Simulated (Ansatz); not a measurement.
A structure relaxed at PBE-D4/def2-SVP in Ansatz, charge 0, singlet:

```
atom    x (Å)    y (Å)    z (Å)
 Sn1  -0.0347   0.0532  -1.5141
  O2   1.4012  -0.4059   0.2298
  O3   0.5481  -1.2845   0.6710
  O4  -1.0833  -0.4424   0.5019
  H5   0.0803   1.8059  -1.0447
  H6  -0.9116   0.2737   1.1561
```

(1) Give its formula.

(2) Summarise the bond lengths by kind (pairs closer than 1.2 times the sum of covalent radii, bridged metal pairs left out).

Results:

(1) SnO₃H₂.

(2) 2 × O–Sn 2.31 to 2.33 Å; 1 × O–O 1.30 Å; 1 × H–Sn 1.82 Å; 1 × H–O 0.99 Å.

In the def2 sets Sn takes a core potential; there is no spin–orbit coupling. The structure holds one bond between oxygen atoms, so isomers without such links may lie far lower. The restricted singlet is unstable towards broken spin symmetry in Hartree–Fock (as tested in another run); at PBE-D4/def2-SVP this wasn't settled. Another isomer (singlet) lies 4.00 eV lower at PBE0-D4/def2-TZVP; other spin states weren't run for this one.
